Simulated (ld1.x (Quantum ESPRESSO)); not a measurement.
**Pseudopotential generation for As (Z = 33): ultrasoft, PBE, scalar-relativistic.**

The input file (ld1.x (Quantum ESPRESSO) 7.5):

```
&input
   title='As', zed=33., rel=1, dft='PBE', iswitch=3,
   config='[Ar] 3d10 4s2 4p1',
   nld=3, rlderiv=2.05, eminld=-7.0, emaxld=5.0, deld=0.02
 /
 &inputp
   pseudotype=3, tm=.true., lloc=-2, rcloc=1.05,
   nlcc=.false.,
   file_pseudopw='As.UPF', file_wfcaegen='ae.wfc', file_wfcncgen='nc.wfc', file_beta='beta', file_chi='chi', file_wfcusgen='us.wfc'
 /
6
4S  1  0   2.00   0.00  1.50  1.80  0.0
4S  1  0   0.00  -0.15  1.50  1.80  0.0
4P  2  1   1.00   0.00  1.40  1.90  0.0
4P  2  1   0.00  -0.85  1.40  1.90  0.0
3D  3  2  10.00   0.00  0.70  0.85  0.0
3D  3  2   0.00  -4.00  0.70  0.85  0.0
 &test
   configts(1)='3d10 4s2 4p1'
 /
```

Command:

```bash
ld1.x < As.in > As.out
```

Output (shortened: banner, matrices, multipoles, cross overlaps and the repeated all-electron block are left out):

```
Program LD1 v.7.5
     --------------------------- All-electron run ----------------------------

     As
     scalar relativistic calculation

     atomic number is 33.00
     dft =PBE   lsd =0 sic =0 latt =0  beta=0.20 tr2=1.0E-14
     Exchange-correlation= PBE
                           (   1   4   3   4   0   0   0)
     mesh =1209 r(mesh) =  99.83237 a.u. xmin = -7.00 dx = 0.01250
     1 Ry =  13.60569312 eV, c = 137.03599908

     n l     nl                  e(Ry)          e(Ha)          e(eV)
     1 0     1S 1( 2.00)      -862.9649      -431.4824    -11741.2351
     2 0     2S 1( 2.00)      -110.8521       -55.4261     -1508.2202
     2 1     2P 1( 6.00)       -97.3963       -48.6981     -1325.1437
     3 0     3S 1( 2.00)       -15.5570        -7.7785      -211.6632
     3 1     3P 1( 6.00)       -11.3946        -5.6973      -155.0309
     3 2     3D 1(10.00)        -4.5524        -2.2762       -61.9382
     4 0     4S 1( 2.00)        -2.4583        -1.2292       -33.4470
     4 1     4P 1( 1.00)        -1.6661        -0.8331       -22.6685

     final scf error:  2.3E-15 reached in  22 iterations

     Etot =   -4519.627442 Ry,   -2259.813721 Ha,  -61492.664003 eV

     Ekin =    4606.782096 Ry,    2303.391048 Ha,   62678.463489 eV
     Encl =  -10846.304000 Ry,   -5423.152000 Ha, -147571.483744 eV
     Eh   =    1885.989507 Ry,     942.994754 Ha,   25660.194466 eV
     Exc  =    -166.095045 Ry,     -83.047523 Ha,   -2259.838214 eV

     normalization and overlap integrals

     s(1S/1S) =  1.000000  <r> =   0.0455  <r2> =    0.0028  r(max) =   0.0296
     s(2S/2S) =  1.000000  <r> =   0.2027  <r2> =    0.0485  r(max) =   0.1701
     s(2P/2P) =  1.000000  <r> =   0.1772  <r2> =    0.0385  r(max) =   0.1358
     s(3S/3S) =  1.000000  <r> =   0.5982  <r2> =    0.4123  r(max) =   0.5239
     s(3P/3P) =  1.000000  <r> =   0.6169  <r2> =    0.4472  r(max) =   0.5239
     s(3D/3D) =  1.000000  <r> =   0.6752  <r2> =    0.5747  r(max) =   0.4740
     s(4S/4S) =  1.000000  <r> =   1.8077  <r2> =    3.7148  r(max) =   1.5738
     s(4P/4P) =  1.000000  <r> =   2.1460  <r2> =    5.2768  r(max) =   1.8285

     ------------------------ End of All-electron run ------------------------

     --------------------- Generating US pseudopotential ---------------------

      Generating local potential from pseudized AE potential:
      Matching radius rcloc =   1.0500
      Enforcing V''(0)=0 (lloc=-2)

      Local pseudo, rcloc= 1.055 Estimated cut-off energy=    28.15 Ry

      Wfc   4S  rcut= 1.497  Using Troullier-Martins method
      Wfc-us  4S rcutus= 1.783  Estimated cut-off energy=    14.67 Ry

      Wfc   4S  rcut= 1.497  Using Troullier-Martins method
      Wfc-us  4S rcutus= 1.783  Estimated cut-off energy=    20.07 Ry

      Wfc   4P  rcut= 1.389  Using Troullier-Martins method
      Wfc-us  4P rcutus= 1.922  Estimated cut-off energy=    20.49 Ry

      Wfc   4P  rcut= 1.389  Using Troullier-Martins method
      Wfc-us  4P rcutus= 1.922  Estimated cut-off energy=    22.07 Ry

      Wfc   3D  rcut= 0.707  Using Troullier-Martins method
      Wfc-us  3D rcutus= 0.842  Estimated cut-off energy=   163.05 Ry

      Wfc   3D  rcut= 0.707  Using Troullier-Martins method
      Wfc-us  3D rcutus= 0.842  Estimated cut-off energy=   165.96 Ry

     ------------------- End of pseudopotential generation -------------------

     Computing logarithmic derivative in   2.05909
     Message from routine run_pseudo:
     Warning: convergence not achieved
     Computing logarithmic derivative in   2.05909
     Computing the partial wave expansion
     R is outside the sphere for l=    0 j= 0.00
     R is outside the sphere for l=    0 j= 0.00
     R is outside the sphere for l=    1 j= 0.00
     R is outside the sphere for l=    1 j= 0.00
     R is outside the sphere for l=    2 j= 0.00
     R is outside the sphere for l=    2 j= 0.00

     ---------------------- Testing the pseudopotential ----------------------

     As
     scalar relativistic calculation

     atomic number is 33.00   valence charge is 15.00
     dft =PBE   lsd =0 sic =0 latt =0  beta=0.20 tr2=1.0E-14
     mesh =1209 r(mesh) =  99.83237 xmin = -7.00 dx = 0.01250

     n l     nl             e AE (Ry)        e PS (Ry)    De AE-PS (Ry)
     3 2     3D   1(10.00)       -4.55237       -4.55239        0.00002
     1 0     4S   1( 2.00)       -2.45831       -2.45831        0.00001
     2 1     4P   1( 1.00)       -1.66610       -1.66611        0.00000

     eps = 3.1E-11  iter =201

     Etot =   -4519.627442 Ry,   -2259.813721 Ha,  -61492.664003 eV
     Etotps =  -219.675701 Ry,    -109.837851 Ha,   -2988.840178 eV

     Ekin =     153.340875 Ry,      76.670438 Ha,    2086.308890 eV
     Encl =    -472.366194 Ry,    -236.183097 Ha,   -6426.869473 eV
     Ehrt =     174.938648 Ry,      87.469324 Ha,    2380.161565 eV
     Ecxc =     -24.644062 Ry,     -12.322031 Ha,    -335.299543 eV
     Epseu=     -50.944969 Ry,     -25.472485 Ha,    -693.141617 eV

     ---------------------- End of pseudopotential test ----------------------
```

Generation and configuration tests took about 3.2 s on one core of a shared server CPU.

Transferability test of the new file with ld1.x, input:

```
&input
   title='As', zed=33., rel=1, dft='PBE', iswitch=2,
   config='[Ar] 3d10 4s2 4p1'
 /
 &test
   file_pseudo='As.UPF', nconf=8,
   configts(1)='3d10 4s2 4p1',
   configts(2)='3d10 4s2 4p3',
   configts(3)='3d10 4s2 4p2',
   configts(4)='3d10 4s2 4p0',
   configts(5)='3d10 4s1 4p4',
   configts(6)='3d9 4s2 4p3',
   configts(7)='3d10 4s2 4p2.5',
   configts(8)='3d9 4s2 4p4'
 /
```

```bash
ld1.x < As.test.in > As.test.out
```

Pseudopotential blocks of its output, shortened (energy terms left out; the distinct warnings before each block abridged to one line each):

```
     Warning: convergence not achieved
     ---------------------- Testing the pseudopotential ----------------------

     n l     nl             e AE (Ry)        e PS (Ry)    De AE-PS (Ry)
     3 2     3D   1(10.00)       -4.55237       -4.55239        0.00002
     1 0     4S   1( 2.00)       -2.45831       -2.45831        0.00001
     2 1     4P   1( 1.00)       -1.66610       -1.66611        0.00000

     eps = 1.2E-12  iter =201

     Etot =   -4519.627442 Ry,   -2259.813721 Ha,  -61492.664003 eV
     Etotps =  -219.675701 Ry,    -109.837851 Ha,   -2988.840178 eV

     ---------------------- End of pseudopotential test ----------------------

          Warning: n=3, l=2 expected 0 nodes, found 1
     ---------------------- Testing the pseudopotential ----------------------

     n l     nl             e AE (Ry)        e PS (Ry)    De AE-PS (Ry)
     3 2     3D   1(10.00)       -2.98741       -2.99365        0.00624  !
     1 0     4S   1( 2.00)       -1.06528       -1.06546        0.00018
     2 1     4P   1( 3.00)       -0.38182       -0.38194        0.00012

     eps = 3.0E-15  iter =161

     Etot =   -4521.616832 Ry,   -2260.808416 Ha,  -61519.731037 eV
     Etotps =  -221.665697 Ry,    -110.832848 Ha,   -3015.915444 eV
     dEtot_ae =      -1.989390 Ry
     dEtot_ps =      -1.989995 Ry,   Delta E=       0.000605 Ry

     ---------------------- End of pseudopotential test ----------------------

          ---------------------- Testing the pseudopotential ----------------------

     n l     nl             e AE (Ry)        e PS (Ry)    De AE-PS (Ry)
     3 2     3D   1(10.00)       -3.70427       -3.70860        0.00434
     1 0     4S   1( 2.00)       -1.71657       -1.71682        0.00025
     2 1     4P   1( 2.00)       -0.98044       -0.98064        0.00020

     eps = 5.7E-15  iter =163

     Etot =   -4520.944389 Ry,   -2260.472195 Ha,  -61510.581986 eV
     Etotps =  -220.992990 Ry,    -110.496495 Ha,   -3006.762800 eV
     dEtot_ae =      -1.316947 Ry
     dEtot_ps =      -1.317288 Ry,   Delta E=       0.000341 Ry

     ---------------------- End of pseudopotential test ----------------------

          ---------------------- Testing the pseudopotential ----------------------

     n l     nl             e AE (Ry)        e PS (Ry)    De AE-PS (Ry)
     3 2     3D   1(10.00)       -5.50623       -5.49860       -0.00762  !
     1 0     4S   1( 2.00)       -3.26556       -3.26390       -0.00166
     2 1     4P   1( 0.00)       -2.41608       -2.41455       -0.00153

     eps = 5.9E-15  iter =151

     Etot =   -4517.591313 Ry,   -2258.795657 Ha,  -61464.961066 eV
     Etotps =  -217.639843 Ry,    -108.819922 Ha,   -2961.140920 eV
     dEtot_ae =       2.036128 Ry
     dEtot_ps =       2.035858 Ry,   Delta E=       0.000270 Ry

     ---------------------- End of pseudopotential test ----------------------

          Warning: convergence not achieved
     ---------------------- Testing the pseudopotential ----------------------

     n l     nl             e AE (Ry)        e PS (Ry)    De AE-PS (Ry)
     3 2     3D   1(10.00)       -3.10880       -3.11191        0.00310
     1 0     4S   1( 1.00)       -1.12970       -1.12957       -0.00013
     2 1     4P   1( 4.00)       -0.42908       -0.42920        0.00012

     eps = 3.4E-08  iter =201

     Etot =   -4520.924689 Ry,   -2260.462344 Ha,  -61510.313946 eV
     Etotps =  -220.973589 Ry,    -110.486795 Ha,   -3006.498845 eV
     dEtot_ae =      -1.297247 Ry
     dEtot_ps =      -1.297888 Ry,   Delta E=       0.000641 Ry

     ---------------------- End of pseudopotential test ----------------------

          ---------------------- Testing the pseudopotential ----------------------

     n l     nl             e AE (Ry)        e PS (Ry)    De AE-PS (Ry)
     3 2     3D   1( 9.00)       -4.53032       -4.60065        0.07033  !
     1 0     4S   1( 2.00)       -1.92242       -1.91766       -0.00477
     2 1     4P   1( 3.00)       -1.11857       -1.11530       -0.00327

     eps = 6.4E-15  iter = 29

     Etot =   -4517.880920 Ry,   -2258.940460 Ha,  -61468.901362 eV
     Etotps =  -217.891426 Ry,    -108.945713 Ha,   -2964.563876 eV
     dEtot_ae =       1.746522 Ry
     dEtot_ps =       1.784275 Ry,   Delta E=      -0.037753 Ry

     ---------------------- End of pseudopotential test ----------------------

          ---------------------- Testing the pseudopotential ----------------------

     n l     nl             e AE (Ry)        e PS (Ry)    De AE-PS (Ry)
     3 2     3D   1(10.00)       -3.32709       -3.33265        0.00555  !
     1 0     4S   1( 2.00)       -1.37738       -1.37761        0.00023
     2 1     4P   1( 2.50)       -0.66826       -0.66843        0.00017

     eps = 9.1E-15  iter =181

     Etot =   -4521.355539 Ry,   -2260.677769 Ha,  -61516.175960 eV
     Etotps =  -221.404289 Ry,    -110.702145 Ha,   -3012.358813 eV
     dEtot_ae =      -1.728097 Ry
     dEtot_ps =      -1.728588 Ry,   Delta E=       0.000491 Ry

     ---------------------- End of pseudopotential test ----------------------

          ---------------------- Testing the pseudopotential ----------------------

     n l     nl             e AE (Ry)        e PS (Ry)    De AE-PS (Ry)
     3 2     3D   1( 9.00)       -3.77219       -3.84745        0.07526  !
     1 0     4S   1( 2.00)       -1.23125       -1.22844       -0.00282
     2 1     4P   1( 4.00)       -0.47511       -0.47384       -0.00127

     eps = 2.3E-15  iter = 29

     Etot =   -4518.669653 Ry,   -2259.334826 Ha,  -61479.632622 eV
     Etotps =  -218.678042 Ry,    -109.339021 Ha,   -2975.266338 eV
     dEtot_ae =       0.957789 Ry
     dEtot_ps =       0.997659 Ry,   Delta E=      -0.039870 Ry

     ---------------------- End of pseudopotential test ----------------------
```
